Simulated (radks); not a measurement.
The numbers below are computed, except where a source is named.
Question: These are the eigenvalues of the occupied orbitals of an atom or ion with whole-number occupations (eV). Level of theory: Dirac Kohn-Sham, PBE, spin-unpolarised, spherical densities, point nucleus (a radial shooting solver on a logarithmic mesh with Libxc functionals).

1s1/2: -357.7300

Which element is it, and in what charge state? The configuration may be excited. Open shells, if any, are shared by 2j + 1.

Answer: Z = 6, carbon, charge +4: C4+ in [He]. The 1s level, -13.146 hartree, gives Z - s = 5.1 by -(Z - s)^2/2, which with screening and relativity narrows Z to a few neighbours, and the depths must fix Z and the occupations together.
